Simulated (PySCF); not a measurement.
# Two-component Hartree-Fock for W⁷⁰⁺ (tungsten, charge +70)

Start: [He] 2s2. Calculated with PySCF 2.14 in an uncontracted even-tempered set (16 s from 14 bohr⁻², ratio 2.6; 13 p from 18 bohr⁻², ratio 2.6; 7 d from 19 bohr⁻², ratio 2.8; 4 f from 350 bohr⁻², ratio 2.8): generalised Hartree-Fock with the X2C-1e Hamiltonian and a Gaussian nucleus; spin-orbit coupling (SO) screened by Boettger's factors.

| spinor shell | electrons | ε, screened SO (eV) | weight of nominal j (screened SO) | rms radius, screened SO (bohr) |
| --- | --- | --- | --- | --- |
| 1s1/2 | 2 | -78468.0 | 1.000 | 0.0206 |
| 2s1/2 | 2 | -19375.5 | 1.000 | 0.0802 |

```csv
quantity,screened SO
E (hartree),-7325.85490
M_J,0
⟨J²⟩,0.000
⟨L²⟩,0.000
⟨S²⟩,0.000
```

Breit and QED terms are absent; they matter most for the inner s and p1/2 levels.

Densities and radii are taken from the X2C orbitals without a picture-change correction, which distorts them close to the nucleus.
